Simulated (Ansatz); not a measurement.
Pb5⁺. Charge 1, multiplicity 2. Geometry r2SCAN-D4/def2-SVP; atoms count from 1.

```xyz
5

Pb    0.2923   -1.2738   -2.1447
Pb   -1.5680    0.1932    0.5023
Pb   -0.3340    1.7948   -1.7238
Pb    1.5767   -0.3107    0.3975
Pb    0.0330   -0.4035    2.9687
```

In the def2 sets Pb takes a core potential; there is no spin–orbit coupling. The structure comes from a short search, and lower isomers may exist.

Problem. Estimate the Mulliken populations from the PBE0/def2-TZVP orbitals of Ansatz.

Solution. 
```
atom  charge (e)  spin (α − β)
 Pb1        0.30          0.57
 Pb2        0.03          0.03
 Pb3        0.29          0.57
 Pb4        0.03          0.04
 Pb5        0.35         -0.21
```
Mulliken values and Mayer orders depend strongly on the basis.

Problem. Where does the spin sit?

Solution. Summed by element: Pb 1.00, of 1 unpaired in all. Largest on single atoms: Pb1 0.57, Pb3 0.57, Pb5 -0.21.

Problem. And the Mayer bond orders between bonded heavy atoms (over 0.3)?

Solution. Pb1–Pb2 0.42 (3.55 Å); Pb1–Pb3 0.70 (3.16 Å); Pb1–Pb4 0.81 (3.01 Å); Pb2–Pb3 0.81 (3.01 Å); Pb2–Pb4 0.72 (3.19 Å); Pb2–Pb5 0.86 (3.00 Å); Pb3–Pb4 0.42 (3.55 Å); Pb4–Pb5 0.86 (3.00 Å). Values over 0.3 also appear between atoms too far apart for a bond (Pb1–Pb5 0.30 at 5.19 Å; Pb3–Pb5 0.30 at 5.19 Å); they arise where an orbital or an unpaired electron spreads over both atoms.
